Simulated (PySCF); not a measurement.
Computed shifts of a molecule FH₇OSi₃, PBE/pcSseg-1 run with PySCF, GIAO, gas phase, atoms alike by connectivity averaged where their shifts nearly agree, in ppm (number of nuclei): ²⁹Si: 11.3 (1), -111.0 (1), -119.4 (1). ¹⁹F: -163.2 (1). ¹H: 6.34 (1), 4.05 (3), 3.65 (2), 2.93 (1). References: ¹⁷O against H2O (σ = 334.3 ppm); ²⁹Si against TMS (σ = 335.4 ppm); ¹⁹F against CFCl3 (σ = 133.6 ppm); ¹H against TMS (σ = 31.49 ppm), references at their B3LYP-D3(BJ)/def2-TZVP geometries, non-relativistic. Coordinates come from a r2SCAN-D4/def2-SVP optimisation. One conformer was computed; it need not be the lowest.

### Question
Which molecule gave these data?
(A) F[SiH2][SiH2]O[SiH3]
(B) O[Si](F)([SiH3])[SiH3]
(C) O[Si@@H](F)[SiH2][SiH3]
(D) O[SiH2][Si@H](F)[SiH3]

### Answer
C, O[Si@@H](F)[SiH2][SiH3]
